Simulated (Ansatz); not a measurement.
The same ligand exchange along the group Mg, Zn, Cd.

Isolated molecules relaxed with PBE0-D4/def2-TZVP in Ansatz; ΔE leaves out vibrations. CCSD(T)/CBS adds triple-zeta CCSD(T) − MP2 to the extrapolated MP2 energy (def2 sets, frozen cores). This one scheme is used for every species. Elements past krypton have def2 core potentials. For Cd, Mg, Zn outer-core shells are correlated without core-valence functions, which leaves a few kJ/mol of doubt a bond. Scalar relativity is left out up to krypton. One conformer a species, not always the lowest.

Problem. Order these by ΔE at CCSD(T)/CBS, lowest first. (Best estimate.)
A. `[SiH3][O][Zn][Cl]` + NH₃ → `[NH2][Zn][O][SiH3]` + HCl
B. `[SiH3][O][Mg][Cl]` + NH₃ → `[NH2][Mg][O][SiH3]` + HCl
C. `[SiH3][O][Cd][Cl]` + NH₃ → `[NH2][Cd][O][SiH3]` + HCl

Solution. A (+116.3 kJ/mol), C (+126.7 kJ/mol), B (+142.2 kJ/mol).

Largest T1 diagnostic: 0.015, for `[NH2][Zn][O][SiH3]`.
